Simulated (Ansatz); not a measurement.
Consider the substitution at a C–C bond: `CC(C)C(C)C` + `[NH2][AlH2]` → `CC(C)[NH][AlH2]` + `CCC`.

Computed with Ansatz on PBE0-D4/def2-TZVP structures; ΔE is electronic, products minus reactants. CBS: MP2 limit from def2 TZ/QZ plus the TZ coupled-cluster correction, frozen cores. This one scheme is used for every species. Functionals use def2-TZVPP. Each species was taken in one conformer, which may not be the lowest.

| level | ΔE (kJ/mol) |
| --- | --- |
| PBE-D4 | 20.1 |
| HF/CBS(def2) | 11.5 |

(1) What does CCSD(T)/CBS give? (Best estimate.)

Largest T1 diagnostic among the species: 0.011.

Answers

(1) The calculation gave: +29.4 kJ/mol. The listed levels differ from it by -9.3, -17.9 kJ/mol.

From PBE to PBE0 (25 % exact exchange), in def2-TZVPP and without D4, ΔE moves by +3.4 kJ/mol. At CCSD(T), def2-SVP lies −12.2 kJ/mol from the extrapolated value and def2-TZVPP −1.8 kJ/mol. In def2-TZVPP, CCSD(T) changes the Hartree–Fock value by +16.2 kJ/mol (the triples alone add +1.4 kJ/mol) and MP2 by +20.7 kJ/mol.
